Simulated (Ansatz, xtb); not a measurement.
## H3InO2S: which of two structures lies lower

We compare a, a singlet given by its coordinates, with b, `[OH][In]([OH])[SH]`, a singlet. Both are isolated molecules in the gas phase, relaxed with PBE0-D4/def2-SVP; the shapes shown needn't be the lowest conformers.

a (Å):

```yaml
atoms:
  - { symbol: In, position_ang: [0.0185, 0.0902, -0.0169] }
  - { symbol: O, position_ang: [-0.0222, 1.8815, -0.8897] }
  - { symbol: O, position_ang: [-1.1043, -1.3222, -0.8548] }
  - { symbol: S, position_ang: [1.2966, -0.4584, 1.9233] }
  - { symbol: H, position_ang: [0.5392, 2.5250, -0.4421] }
  - { symbol: H, position_ang: [-1.5718, -0.9832, -1.6279] }
  - { symbol: H, position_ang: [0.8440, -1.7330, 1.9082] }
```

Close contacts (Å): In1–O2 1.99, In1–O3 1.99, In1–S4 2.39, In1–H6 2.51, O2–H5 0.96, O3–H6 0.96, S4–H7 1.35.

b (Å):

| atom | x (Å) | y (Å) | z (Å) |
| --- | --- | --- | --- |
| In | 0.4684 | -0.4243 | 0.9812 |
| O | -0.1111 | -2.1486 | 0.1664 |
| O | 0.2549 | -0.0197 | 2.9258 |
| S | 1.4627 | 1.2596 | -0.3731 |
| H | -0.4991 | -2.7553 | 0.8073 |
| H | -0.1538 | -0.7375 | 3.4229 |
| H | 1.6051 | 2.0828 | 0.6910 |

Question: Estimate which is lower in electronic energy at CCSD(T)/def2-SVP + ΔMP2/def2-TZVPP, and by roughly how much.

Answer: Too close to call at this level: CCSD(T)/def2-SVP + ΔMP2/def2-TZVPP gives E(b) − E(a) = +2.87 kJ/mol.

Level by level:

```tsv
level	geometry	E(b) − E(a) (kJ/mol)	departure from the last row (kJ/mol)	job, with rough time for the two
GFN2-xTB	GFN2-xTB	+6.51	+3.63	optimisation, 0.12 s
HF/STO-3G	GFN2-xTB	+9.07	+6.20	single point, 0.58 s
r2SCAN-D4/def2-SVP	GFN2-xTB	+7.30	+4.42	single point, 1.6 s
PBE0-D4/def2-SVP	PBE0-D4/def2-SVP	+6.28	+3.41	optimisation, 16 s
HF/def2-SVP	PBE0-D4/def2-SVP	+5.51	+2.64	part of the CCSD(T) run
MP2/def2-SVP	PBE0-D4/def2-SVP	+6.00	+3.13	part of the CCSD(T) run
CCSD(T)/def2-SVP	PBE0-D4/def2-SVP	+5.93	+3.06	single point
CCSD(T)/def2-SVP + ΔMP2/def2-TZVPP	PBE0-D4/def2-SVP	+2.87		single point, 10 s
```

The largest departure from CCSD(T)/def2-SVP + ΔMP2/def2-TZVPP is that of HF/STO-3G, 6.20 kJ/mol. The last row adds to CCSD(T) the change of the MP2 difference between the two basis sets, here −3.06 kJ/mol.

With harmonic frequencies from PBE0-D4/def2-SVP (ideal gas, rigid rotor, one conformer each, 298.15 K, 1 atm): on the last row, ΔE + ΔZPE = +1.81, ΔH = +2.40, ΔG = +0.71 kJ/mol.

The correlated steps freeze 11 core orbitals; the filled d shell of In is correlated, in a basis made for valence electrons. Atoms past krypton carry core potentials in the def2 sets, other sets are all-electron and non-relativistic, and no spin–orbit term is included. Codes used: Ansatz 0.2.0, xtb 6.7.1; the last row on 2 threads of Intel(R) Xeon(R) 6975P-C (Granite Rapids) on a shared host.
